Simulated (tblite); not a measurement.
Species: C₇H₁₃OPS.
Cartesian coordinates in Å at the GFN2-xTB level; atoms count from 1:
```
atom  x, y, z in Å
C1    -3.352    0.603   -0.091
C2    -2.347   -0.110   -0.954
O3    -2.295    0.012   -2.152
C4    -1.371   -0.961   -0.191
P5    -0.099    0.177    0.581
C6     1.121   -1.129    1.111
C7     2.460   -0.490    1.441
S8     3.335    0.068   -0.056
C9     2.135    1.303   -0.649
C10    0.786    0.685   -0.976
H11   -3.919    1.319   -0.679
H12   -2.835    1.111    0.722
H13   -4.036   -0.123    0.345
H14   -1.865   -1.487    0.628
H15   -0.875   -1.671   -0.858
H16    0.722   -1.621    2.004
H17    1.248   -1.880    0.325
H18    2.337    0.372    2.101
H19    3.134   -1.206    1.911
H20    2.595    1.733   -1.539
H21    2.044    2.077    0.116
H22    0.911   -0.177   -1.638
H23    0.162    1.422   -1.491
```

All values are computed: GFN2-xTB (tblite) harmonic vibrations without scaling, gas phase. Against measured fundamentals such values can be off by several per cent, at times by over 20. One conformer, not necessarily the lowest.

Harmonic wavenumbers (cm⁻¹): 29.6, 51.2, 80.8, 116.1, 121.6, 180.0, 200.4, 231.2, 263.0, 312.6, 336.7, 390.2, 431.4, 507.8, 545.3, 651.1, 681.3, 684.2, 689.2, 723.4, 792.3, 830.4, 859.8, 865.6, 875.8, 929.0, 965.7, 989.6, 1041.8, 1048.1, 1064.6, 1083.0, 1098.9, 1128.9, 1153.9, 1160.6, 1191.3, 1248.0, 1249.5, 1253.8, 1264.6, 1365.8, 1406.0, 1418.7, 1426.6, 1438.7, 1443.4, 1446.5, 1457.2, 1763.2, 2930.5, 2935.7, 2938.2, 2945.5, 2952.5, 2953.2, 2956.5, 2967.9, 2991.0, 2993.1, 3010.2, 3024.6, 3058.0.

A = 2225, B = 527.6, C = 474.8 MHz; mass 176.042 u (most abundant isotopes); point group C1, symmetry number 1.

Q: Zero-point energy?

A: ½Σν̃ = 40573 cm⁻¹ = 485.35 kJ/mol.

Q: Give the ideal-gas entropy at 298.15 K and 1 bar in the rigid-rotor, harmonic-oscillator model (classical rotation).

A: Translation 173.34, rotation 128.59, vibration 158.89: S = 460.8 J/(mol K).

Q: And Cp and H(298.15 K) − H(0)?

A: Cp = 192.25 J/(mol K), of which vibrations give 158.99 (their classical limit is 63 R = 523.8); H(298.15 K) − H(0) = 34.06 kJ/mol without the zero-point energy, 24.14 from vibrations.

Q: Which modes carry the vibrational entropy at 298.15 K?

A: 29.6 cm⁻¹: 24.50; 51.2 cm⁻¹: 19.96; 80.8 cm⁻¹: 16.20; 116.1 cm⁻¹: 13.24; 121.6 cm⁻¹: 12.86; 180.0 cm⁻¹: 9.74 J/(mol K); the other 57 give 62.39 together.

Q: Blend soft modes into free rotors: weight 1/[1 + (100 cm⁻¹/ν̃)⁴] for the oscillator and the rest for a rotor with moment μB/(μ + B), μ = h/(8π²ν), B = 10⁻⁴⁴ kg m². What vibrational entropy results?

A: 143.06 J/(mol K) in place of 158.89, which changes −T·S at 298.15 K by +4.72 kJ/mol.

Q: What must be added to the electronic energy to get the Gibbs energy at 298.15 K and 1 bar?

A: ZPE + [H(298.15 K) − H(0)] − T·S = 485.35 + 34.06 − 137.40 = 382.01 kJ/mol.

Hindered rotation and anharmonicity are outside this model. Other conformers, if any are populated, would add a mixing term that is left out. The structure is chiral; the term R ln 2 for an equal mix with its mirror image is left out.
